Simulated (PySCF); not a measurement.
## Vibration and rotation of TlC

UHF-CCSD(T) constants of TlC, ⁴Σ⁻ (quartet), unpaired electrons σ ↑, π ↑↑ (PySCF, scalar-relativistic core potentials, basis sets Tl def2-TZVPP with ECP60, C def2-TZVPP; masses 204.9744 and 12.0000 u):

| Quantity | Value |
| --- | --- |
| ωe | 437.6 cm⁻¹ |
| ωexe | 2.18 cm⁻¹ |
| Be | 0.28565 cm⁻¹ |
| αe | 0.00211 cm⁻¹ |
| De to Tl + C | 2.56 eV |

(1) What force constant and bond length do these constants imply?

(2) Estimate the centrifugal constant D from the Kratzer relation and find the Dunham coefficient a1.

Correlated steps freeze 5 core orbitals. Spin–orbit coupling is left out, which matters for elements this heavy, above all for dissociation energies. The state is the lowest determinant that a PBE0 search found; another state may lie lower at other levels.

## Answers

(1) Reduced mass μred = 11.336 u; k = 5.8918×10⁻⁷·μred·ωe² (u, cm⁻¹, mdyn/Å) = 1.28 mdyn/Å; Re = √(16.8576/(μred·Be)) (u, cm⁻¹, Å) = 2.282 Å.

(2) D = 4Be³/ωe² = 4.87e-07 cm⁻¹; a1 = −1 − αeωe/(6Be²) = -2.89.
